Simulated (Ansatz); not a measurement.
A run for Ansatz (an electronic-structure program): R-B3LYP-D3(BJ)/def2-TZVP on Cl3Ga (SMILES [Cl][Ga]([Cl])[Cl]).

Ansatz 0.2 input:
```yaml
crystal:
  periodic: [false, false, false]
  atoms:
    - {symbol: Ga, position_ang: [0.00000000, -0.00000000, 0.00000000]}
    - {symbol: Cl, position_ang: [2.09000000, -0.00000000, 0.00000000]}
    - {symbol: Cl, position_ang: [-1.04500000, 1.81000000, 0.00000000]}
    - {symbol: Cl, position_ang: [-1.04500000, -1.81000000, 0.00000000]}
basis:
  gaussian:
    orbitals: def2-TZVP
hamiltonian:
  xc: b3lyp
  dispersion: d3bj
relax: {f_tol: 0.004, max_steps: 120}
scf: {lower_state_search: off}
```

**Question.** Give the final energy of this run.

**Answer.** -3305.7637 hartree.

**Question.** How many basis functions does it have, and what does it roughly cost on one machine?

**Answer.** 159 functions; roughly 19 core-seconds.
